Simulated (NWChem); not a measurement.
Molecule: C₃H₄F₂O; SMILES C1COC1(F)F

Computed with NWChem. Each level has its own optimisation; frequencies are unscaled. Brackets give each atom's bonded neighbours. One conformer.

| level | r C–F (Å) | r C–C [C(CCHH)–C(CFFO)] (Å) | r C–O [C(CFFO)–O(CC)] (Å) | r C–C [C(CCHH)–C(CHHO)] (Å) | highest harmonic frequency (cm⁻¹) | lowest (cm⁻¹) | zero-point energy (kcal/mol) | dipole (D) |
|---|---|---|---|---|---|---|---|---|
| Hartree-Fock/3-21G | 1.352 | 1.530 | 1.401 | 1.558 | 3380 | 115 | 48.3 | 4.31 |
| Hartree-Fock/STO-3G | 1.367 | 1.566 | 1.448 | 1.548 | 3770 | 132 | 52.7 | 2.42 |
| PBE-D3(BJ)/def2-SVP | 1.359 | 1.532 | 1.394 | 1.540 | 3121 | 97 | 43.6 | 3.06 |
